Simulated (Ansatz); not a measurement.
# CH2GaO: structure from calculated spectroscopic constants

These gas-phase data were calculated for one isomer of CH2GaO at PBE0-D3(BJ)/def2-SVP (harmonic, unscaled wavenumbers; equilibrium rotational constants with average atomic masses):

| Item | Value |
| --- | --- |
| rotational constants | 275, 3.526, 3.481 GHz |
| all wavenumbers above 1500 cm⁻¹ | 3251, 3118 |

Candidates:

(1) `O[CH][Ga]`, a doublet
(2) `[CH2][O][Ga]`, a doublet

Assign the data to one candidate and say why.

Candidate (2). No mode falls between 3300 and 4000 cm⁻¹, where the O–H stretch of (1) would stand.

The same quantities for all candidates:

```
     rotational constants (GHz)  wavenumbers above 1500 cm⁻¹  E above the lowest, PBE0-D3(BJ)/def2-SVP (kcal/mol)
(1)         69.07, 3.295, 3.145                   3847, 3063                                                 27.9
(2)           275, 3.526, 3.481                   3251, 3118                                                  0.0
```

Harmonic stretches to hydrogen usually lie a few per cent above observed fundamentals. Each candidate is one conformer. Open shells are spin-unrestricted. Programs: Ansatz 0.2.0.
